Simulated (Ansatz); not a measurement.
Input file for Ansatz (a first-principles code): R-wB97X-V/def2-TZVPPD on C3H5N (a complex), monomers drawn apart or pushed together. Files ending in .json are basis or fitting sets from the Basis Set Exchange.

Ansatz 0.2 input:
```yaml
crystal:
  periodic: [false, false, false]
  atoms:
    - {symbol: C, position_ang: [0.65587892, 0.01106795, -0.00144994]}
    - {symbol: C, position_ang: [-0.66698897, 0.04372339, 0.08925288]}
    - {symbol: H, position_ang: [1.20531864, -0.92255132, 0.01977273]}
    - {symbol: H, position_ang: [1.24178992, 0.91583373, -0.11153000]}
    - {symbol: H, position_ang: [-1.21719402, 0.97657139, 0.05709584]}
    - {symbol: H, position_ang: [-1.25371187, -0.86180458, 0.18833972]}
    - {symbol: C, position_ang: [0.23024999, 0.25626634, 3.40165371]}
    - {symbol: N, position_ang: [0.30986196, 0.33212312, 4.54301798]}
    - {symbol: H, position_ang: [0.15549780, 0.18491793, 2.33477694]}
basis:
  gaussian:
    orbitals: def2-TZVPPD.json
hamiltonian:
  xc: {name: wB97X-V}
scf: {lower_state_search: off}
```

The log:

```
WARN ansatz: RAYON_NUM_THREADS=2 ignored (pool sized by the plan → 2); use --threads N
Functional definition: wB97X-V
these checks for a lower state are left out or cut short: stability, starts, cluster_reference, orbital_swaps, neighbouring_geometries, increment
integrals: 0.14 GiB planned
996 factors; their error is unknown
integrals: 0.18 GiB planned
310 factors; integrals over basis functions are off by at most 5.6e-5 eV
mean field: 1.42 GiB planned
mean field evaluation 1: about -4676.5602 eV, gradient 4.6e1 eV
mean field evaluation 2: about -4676.6583 eV, gradient 4.7e1 eV
mean field evaluation 4: about -4680.9915 eV, gradient 1.8e0 eV
mean field evaluation 8: about -4681.0072 eV, gradient 7.5e-2 eV
mean field evaluation 16: about -4680.9930 eV, gradient 1.7e-5 eV
mean field -4680.99299976 eV, -172.0233198500 hartree, gradient 2.2e-6 eV, S^2 0.000000; 0 other end points of the search recorded, 0 dependent functions left out
reference -4680.99299763 eV, -172.0233197720 hartree; 15, 15 occupied and 218, 218 virtual orbitals, 996 factors
Total energy: -4680.99299763 eV, -172.0233197720 hartree
Checks for a lower state left out: stability, starts, cluster_reference, orbital_swaps, neighbouring_geometries, increment
```

The calculation finished and met its thresholds.

Cost: very roughly 4 core-seconds.
